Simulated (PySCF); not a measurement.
# Electron correlation in P (phosphorus, neutral)

[Ne] 3s1 3p3 4s1, high-spin 6S determinant (an excited configuration). Computed with PySCF 2.14 in dyall-av3z, with no relativity, point nucleus. Frozen: [Ne]; 5 electrons correlated; the 26 highest virtual orbitals of each spin left out.

```tsv
level	correlation energy (mhartree)
CCSD	-40.99
(T)	-0.86
CCSD(T)	-41.85
```

Diagnostics: T1 = 0.0099, D1 = 0.0308, largest double amplitude 0.032.

The outer electron is Rydberg-like, and this basis confines it to a smaller radius and binds it less than a complete one would.

Cost of the coupled-cluster step: about 5 core-seconds, for 5 correlated electrons.
